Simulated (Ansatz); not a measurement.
Gas-phase electronic energies from Ansatz, PBE0-D4/def2-TZVP geometries. CBS: MP2 limit from def2 TZ/QZ plus the TZ coupled-cluster correction, frozen cores. This one scheme is used for every species. Functionals use def2-TZVPP. B3LYP here is the variant with VWN-RPA as its local correlation; programs differ in this. HSE06 is defined as in plane-wave codes. For Ga, Se outer-core shells are correlated without core-valence functions, which leaves a few kJ/mol of doubt a bond. Scalar relativity is left out up to krypton. One conformer a species, not always the lowest.

`[SH][GaH][BH][SeH]` + H–F → `FB[SeH]` + `[SH][GaH2]`  (cleavage of the B–Ga bond)

| level | ΔE (kJ/mol) | difference from CCSD(T)/CBS |
| --- | --- | --- |
| LDA (SPW92) | -129.0 | -10.9 |
| PBE-D4 | -119.6 | -1.5 |
| revPBE-D4 | -117.2 | 0.9 |
| BLYP-D4 | -130.2 | -12.1 |
| r2SCAN-D4 | -133.9 | -15.8 |
| B97M-V | -145.3 | -27.2 |
| PBE0-D4 | -122.0 | -3.9 |
| B3LYP-D4 | -132.3 | -14.2 |
| r2SCANh-D4 | -133.3 | -15.2 |
| r2SCAN0-D4 | -132.8 | -14.7 |
| HSE06-D4 | -121.8 | -3.7 |
| BHLYP-D4 | -136.8 | -18.7 |
| CAM-B3LYP-D4 | -141.9 | -23.8 |
| ωB97X-V | -136.1 | -18.0 |
| ωB97M-V | -136.7 | -18.6 |
| B2PLYP | -136.6 | -18.5 |
| PBE | -125.6 | -7.5 |
| revPBE | -125.3 | -7.2 |
| BLYP | -141.3 | -23.2 |
| r2SCAN | -135.5 | -17.4 |
| B3LYP | -142.1 | -24.0 |
| r2SCANh | -135.2 | -17.1 |
| r2SCAN0 | -135.0 | -16.9 |
| HSE06 | -127.3 | -9.2 |
| BHLYP | -147.9 | -29.8 |
| CAM-B3LYP | -148.2 | -30.1 |
| LC-ωPBE | -135.0 | -16.9 |
| RPA@PBE/def2-TZVPP | -123.4 | -5.3 |
| HF/def2-SVP | -169.6 | -51.5 |
| MP2/def2-SVP | -151.5 | -33.4 |
| CCSD/def2-SVP | -152.0 | -33.9 |
| CCSD(T)/def2-SVP | -149.8 | -31.7 |
| MP2/def2-TZVPP | -122.9 | -4.8 |
| SCS-MP2/def2-TZVPP | -130.1 | -12.0 |
| CCSD/def2-TZVPP | -128.2 | -10.1 |
| CCSD(T)/def2-TZVPP | -123.8 | -5.7 |
| HF/def2-QZVPP | -161.6 | -43.5 |
| MP2/def2-QZVPP | -120.2 | -2.1 |
| HF/CBS(def2) | -161.8 | -43.7 |
| CCSD/CBS(def2) | -122.5 | -4.4 |
| CCSD(T)/CBS | -118.1 | 0 |

Largest T1 diagnostic among the species: 0.014.

In def2-TZVPP, CCSD(T) changes the Hartree–Fock value by +36.2 kJ/mol (the triples alone add +4.3 kJ/mol) and MP2 by +37.1 kJ/mol. From BLYP to BHLYP (50 % exact exchange), in def2-TZVPP and without D4, ΔE moves by −6.6 kJ/mol.

CCSD(T)/CBS has its own doubt, a few kJ/mol and more with outer-core shells, so smaller differences from it don't rank the levels.
